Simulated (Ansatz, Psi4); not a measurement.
Psi4 was given this input:
```
memory 2 GB

molecule {
1 1
O    -0.04953206    1.10991468   -0.06643190
H    -0.99333882    1.37577953    0.07064769
Cl    0.05025526   -0.69019538   -0.01068915
H     0.53525584    1.47822452    0.64252305
}

set {
  basis aug-cc-pvdz
  scf_type pk
  puream true
  d_convergence 1e-8
}

energy('scf')
print_variables()
```

Problem. Convert this to an input for Ansatz (a program for electronic structure).

Solution. This is not unique; one that fits is 
Ansatz 0.2 input:
```yaml
crystal:
  periodic: [false, false, false]
  atoms:
    - {symbol: O, position_ang: [-0.04953206, 1.10991468, -0.06643190]}
    - {symbol: H, position_ang: [-0.99333882, 1.37577953, 0.07064769]}
    - {symbol: Cl, position_ang: [0.05025526, -0.69019538, -0.01068915]}
    - {symbol: H, position_ang: [0.53525584, 1.47822452, 0.64252305]}
basis:
  gaussian:
    orbitals: aug-cc-pVDZ
hamiltonian:
  xc: hf
total_charge: 1
accuracy: high
```

Both were run: Psi4 gave -535.141926 Eh and Ansatz -535.141926 Eh, 0.000 mEh apart.
